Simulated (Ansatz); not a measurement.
This geometry of AlCl3FGeH3O (10 atoms, charge 0, multiplicity 1) is a first-order saddle point.

These are results of Ansatz, RKS PBE/def2-SVP, not measurements.

```xyz
10
Properties=species:S:1:pos:R:3
Ge -0.364 0.147 -0.035
F -0.196 0.681 1.970
Cl 1.462 -0.967 -0.055
Cl -0.225 2.166 -0.731
Cl -1.436 -0.827 -1.915
O -1.803 -0.438 0.897
Al -3.045 -1.313 -0.169
H -3.034 -2.891 0.036
H -4.332 -0.424 -0.469
H -1.164 0.128 1.862
```

Q: Which two structures does it join? (They come from a converged band through this point; their orientation in space is the band's.)

A: Bonds broken: Ge1–F2, O6–H10. Bonds formed: F2–H10. AlCl3FGeH3O becomes AlCl3GeH2O + FH.

First end point:

```xyz
10
Properties=species:S:1:pos:R:3
Ge -0.176 0.315 0.218
F 0.230 0.852 1.850
Cl 1.476 -0.977 -0.215
Cl -0.350 2.192 -0.799
Cl -1.461 -0.804 -1.853
O -1.741 -0.461 0.910
Al -3.001 -1.312 -0.287
H -3.022 -2.867 0.061
H -4.293 -0.382 -0.367
H -1.798 -0.293 1.875
```

Last end point:

```xyz
10
Properties=species:S:1:pos:R:3
Ge -0.445 0.101 -0.152
F -0.142 0.675 2.127
Cl 1.434 -0.920 -0.105
Cl -0.295 2.171 -0.667
Cl -1.468 -0.810 -2.025
O -1.792 -0.470 0.843
Al -3.055 -1.328 -0.179
H -3.033 -2.913 -0.033
H -4.345 -0.444 -0.479
H -0.998 0.200 2.063
```

Q: How far does it lie above each of them?

A: 16.5 kcal/mol above the first and 1.2 kcal/mol above the second. This is the barrier of this one path; another mechanism may lie lower. The orbitals stay closed-shell, which can raise the energy where a bond breaks towards radicals; this wasn't checked here.

The run took 9.1 min on 4 threads of Arm Neoverse V1, with other jobs on the host, peak memory 0.25 GiB.
